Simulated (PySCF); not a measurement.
Molfile (atoms numbered from 1):
```
C5H7F2NOSi
     RDKit          3D

 17 17  0  0  0  0  0  0  0  0999 V2000
   -1.0865    0.4836   -2.6831 N   0  0  0  0  0  0  0  0  0  0  0  0
   -0.8596    0.2340   -1.5746 C   0  0  0  0  0  0  0  0  0  0  0  0
   -0.5377   -0.0768   -0.1929 C   0  0  1  0  0  0  0  0  0  0  0  0
   -1.7616   -0.6404    0.5157 C   0  0  0  0  0  0  0  0  0  0  0  0
   -1.4348   -0.9758    1.7813 F   0  0  0  0  0  0  0  0  0  0  0  0
   -2.7188    0.3105    0.5728 F   0  0  0  0  0  0  0  0  0  0  0  0
    0.7095   -0.9869   -0.1014 C   0  0  0  0  0  0  0  0  0  0  0  0
    1.9441   -0.1024   -0.2615 C   0  0  0  0  0  0  0  0  0  0  0  0
    1.7622    1.0679    0.5091 O   0  0  0  0  0  0  0  0  0  0  0  0
    0.1613    1.5320    0.6525 Si  0  0  0  0  0  4  0  0  0  0  0  0
   -2.1867   -1.5297    0.0186 H   0  0  0  0  0  0  0  0  0  0  0  0
    0.7155   -1.4434    0.9000 H   0  0  0  0  0  0  0  0  0  0  0  0
    0.6858   -1.7944   -0.8497 H   0  0  0  0  0  0  0  0  0  0  0  0
    2.8492   -0.6222    0.0885 H   0  0  0  0  0  0  0  0  0  0  0  0
    2.0978    0.1611   -1.3245 H   0  0  0  0  0  0  0  0  0  0  0  0
   -0.1669    2.7473   -0.1356 H   0  0  0  0  0  0  0  0  0  0  0  0
   -0.2377    1.6770    2.0749 H   0  0  0  0  0  0  0  0  0  0  0  0
  1  2  3  0
  3  2  1  6
  3  4  1  0
  4  5  1  0
  4  6  1  0
  3  7  1  0
  7  8  1  0
  8  9  1  0
  9 10  1  0
 10  3  1  0
  4 11  1  0
  7 12  1  0
  7 13  1  0
  8 14  1  0
  8 15  1  0
 10 16  1  0
 10 17  1  0
M  END
```

Geometry: PBE0-D3(BJ)/def2-SVP; GIAO shifts from PySCF, gas phase, non-relativistic, averaged over equivalent atoms.

At PBE0/pcSseg-1 (212 basis functions, 31 s wall time on 1 thread of an Intel Xeon 6975P-C, shared host):
```
atoms  δ (ppm)
   N1    314.0
   C2    124.6
   C4    118.4
   C8     68.6
   C7     37.0
   C3     34.9
   F6   -117.5
   F5   -132.7
   O9     41.4
 Si10      9.8
  H11     6.03
  H17     5.21
  H16     5.11
  H14     4.30
  H15     4.08
  H12     2.08
  H13     1.93
```

Shifts are taken against calculated references (same method and geometry level): $^{15}$N (σref 265.67) vs NH3; $^{13}$C (σref 184.41), $^{29}$Si (σref 351.99), $^{1}$H (σref 31.27) vs TMS; $^{19}$F (σref 177.25) against CFCl3; $^{17}$O (σref 334.56) vs H2O.

Question: Estimate the result of repeating the calculation with KT2/pcSseg-1.

Answer: 
```tsv
atoms	δ at KT2/pcSseg-1	change
N1	292.1	-21.9
C2	112.5	-12.1
C4	119.1	+0.7
C8	71.1	+2.5
C7	38.9	+1.9
C3	38.3	+3.4
F6	-133.6	-16.1
F5	-151.4	-18.7
O9	52.0	+10.6
Si10	8.8	-1.0
H11	6.23	+0.20
H17	5.41	+0.20
H16	5.24	+0.13
H14	4.44	+0.14
H15	4.23	+0.15
H12	2.06	-0.02
H13	2.04	+0.11
```

Chemical shifts δ = σref − σ; $^{15}$N (σ = 264.30 ppm) against NH3; TMS for $^{13}$C (σ = 183.22 ppm), $^{29}$Si (σ = 361.05 ppm), $^{1}$H (σ = 31.18 ppm); $^{19}$F (σ = 138.57 ppm) against CFCl3; H2O for $^{17}$O (σ = 330.66 ppm), all at this level.

The largest change is at N1 (nitrile nitrogen). Cost: 212 basis functions, 48 s wall time on 1 thread of an Intel Xeon 6975P-C, shared host. The order of the carbon signals changes between the two levels.

Unscaled 19F shifts against computed CFCl3 carry errors that often reach 10 to 50 ppm. Experimental scales use liquid or dissolved standards, which lie at an offset from isolated NH3 (liquid NH3: subtract about 20 ppm) and H2O (liquid H2O: subtract about 36 ppm). Unscaled 15N shifts of sp2 nitrogen come out 20 to 40 ppm too high even then.
